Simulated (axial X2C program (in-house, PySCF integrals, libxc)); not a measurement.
## Potential curves of TeS⁺, 2c

Calculated with an in-house all-electron X2C program for linear molecules (integrals from PySCF). Two-component (2c) means X2C with spin–orbit coupling and atomic mean-field two-electron Coulomb and Gaunt terms. Basis: Te dyall-cv3z [11s12p8d4f1g], S dyall-av3z [9s8p3d2f] (cores contracted in-house); Gaussian nuclei, density fitting, unrestricted open shells. Masses: Te 129.906 u, S 31.972 u.

State: Ω = 1/2 (⟨Sz⟩ = -0.49, ⟨Lz⟩ = 0.99 at PBE0). Energies in kJ/mol from the fragments at the same level (Te+ + S). Fits are polynomials in 1 − R0/R over 0.85 to 1.23 times the lowest point R0.

```
 R (Å)     PBE0
1.8827  -184.70
1.9692  -278.44
2.0342  -318.01
2.0991  -337.89
2.1640  -342.91
2.2397  -335.09
2.3155  -317.44
2.4129  -287.17
2.5319  -245.81
2.7050  -186.02
```

Occupations by symmetry block were frozen at the best pattern of an incomplete PBE0 search. Dissociation energies refer to the lowest single-determinant-based atoms at the same level and basis. Density functionals use the spin component along the axis (collinear). In 2c an atomic determinant is not the ground J level, so De misses part of the atomic spin–orbit lowering. This holds for PBE0. Without a current term, density functionals place determinants with orbital angular momentum somewhat too high. The determinant is spin-polarised beyond a pure state at some levels (its spin-free form has ⟨S²⟩ too high), which makes Re and μ there less reliable.

Problem. Fit the PBE0 curve near its minimum: give the equilibrium distance, the harmonic wavenumber and the well depth.

Solution. At PBE0, 2c: Re = 2.157 Å, ωe ≈ 544 cm⁻¹, De = 3.55 eV to Te+ + S; Be follows as 0.141 cm⁻¹.
